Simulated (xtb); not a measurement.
xtb input:

```bash
xtb mol.xyz --gfn 1 --opt tight --chrg 0 --uhf 0
```
mol.xyz:
```
13

Si     0.09416289    -0.31026899    -0.10786826
Br    -0.17958279     1.44431611    -1.43027049
Br    -0.32160580     0.20711238     2.00440686
O      1.64177394    -0.75176853    -0.29597320
C      2.30337146    -1.77340700     0.44930816
O     -0.96476534    -1.47899109    -0.47957368
C     -1.14431388    -2.04571561    -1.77706603
H      2.37670196    -1.49262132     1.50147778
H      1.77242235    -2.72443653     0.36808399
H      3.30343810    -1.88269676     0.03436295
H     -1.53006059    -1.29708238    -2.47134742
H     -1.86562676    -2.85492622    -1.68144707
H     -0.20396896    -2.44365514    -2.16482504
```

**Question.** Predict the final energy.

**Answer.** -26.73971 Eh (GFN1-xTB).
